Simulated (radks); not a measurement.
The numbers below are computed, except where a source is named.
Ionisation of Sr3+, [Ar] 3d10 4s2 4p5, to Sr4+, [Ar] 3d10 4s2 4p4, under several functionals. Dirac Kohn-Sham, spin-unpolarised, spherical densities, finite nucleus; open shells fill j = l - 1/2 first; a radial shooting solver on a logarithmic mesh with Libxc functionals.

| functional | E(Sr3+) (hartree) | Exc (hartree) | IE (eV) | -e(HOMO) (eV) | <r> HOMO (bohr) | IE error (eV) |
|---|---|---|---|---|---|---|
| OLYP | -3178.89714 | -105.65603 | 56.964 | 49.832 | 1.499 | +0.684 |
| XLYP | -3178.43962 | -105.11971 | 56.685 | 49.551 | 1.505 | +0.405 |
| PBEsol | -3175.65628 | -102.30056 | 56.836 | 49.705 | 1.500 | +0.556 |
| exchange-only B88 | -3176.30144 | -102.96099 | 55.618 | 48.493 | 1.506 | -0.662 |
| exchange-only LDA | -3170.54596 | -97.11834 | 55.389 | 48.266 | 1.507 | -0.891 |
| BLYP | -3178.05912 | -104.73400 | 56.659 | 49.524 | 1.504 | +0.379 |

NIST Atomic Spectra Database: 56.280 eV (semi-empirical). Closest: BLYP. The Delta-SCF values span 1.57 eV, the total energies 8.35 hartree. The highest occupied level is 4p3/2. Spin polarisation and multiplet splitting are left out, so open shells lie too high by an amount that depends on their filling.

Beside tabulated values, note that spin-unpolarised runs miss the spin-polarisation part of the exchange energy of open shells.
